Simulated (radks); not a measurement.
Question: Os XXVIII, 49 electrons, occupied as [Kr] 4d10 4f3. All-electron calculation, Dirac Kohn-Sham, PBE, spin-unpolarised, spherical densities, finite nucleus; open shells fill j = l - 1/2 first; Fermi nuclear charge, rms radius 5.4126 fm. Program: a radial shooting solver on a logarithmic mesh with Libxc functionals. Some entries of the table are withheld. Estimate them.

| orbital | occ. | eigenvalue (eV) | <r^2> (bohr^2) | r(max) (bohr) |
|---|---|---|---|---|
| 1s1/2 | 2 | -74630.88 | 0.0004336 | 0.01103 |
| 2s1/2 | 2 | -13732.45 | (1) | 0.06361 |
| 2p1/2 | 2 | -13187.35 | 0.004687 | 0.04711 |
| 2p3/2 | 4 | -11657.01 | 0.005884 | 0.05416 |
| 3s1/2 | 2 | -3888.402 | 0.04268 | 0.1789 |
| 3p1/2 | 2 | (2) | 0.03904 | 0.1673 |
| 3p3/2 | 4 | (3) | 0.04541 | 0.1816 |
| 3d3/2 | 4 | -2901.871 | 0.03504 | 0.1421 |
| 3d5/2 | 6 | -2829.288 | 0.03678 | 0.1460 |
| 4s1/2 | 2 | -1464.739 | 0.1917 | 0.3962 |
| 4p1/2 | 2 | -1361.017 | 0.1930 | 0.3937 |
| 4p3/2 | 4 | -1270.553 | 0.2181 | 0.4200 |
| 4d3/2 | 4 | -1099.962 | 0.2181 | 0.4088 |
| 4d5/2 | 6 | -1081.699 | 0.2257 | 0.4164 |
| 4f5/2 | 3 | -869.6446 | 0.2085 | 0.3573 |
| 4f7/2 | 0 | -865.0515 | 0.2116 | 0.3603 |
| 5s1/2 | 0 | -742.2928 | 0.6570 | 0.7680 |
| 5p1/2 | 0 | -697.5204 | 0.6870 | 0.7834 |
| 5p3/2 | 0 | -666.1193 | 0.7524 | 0.8241 |

Answer: 
(1) 2s1/2 <r^2> (bohr^2): 0.006589
(2) 3p1/2 eigenvalue (eV): -3645.100
(3) 3p3/2 eigenvalue (eV): -3309.455
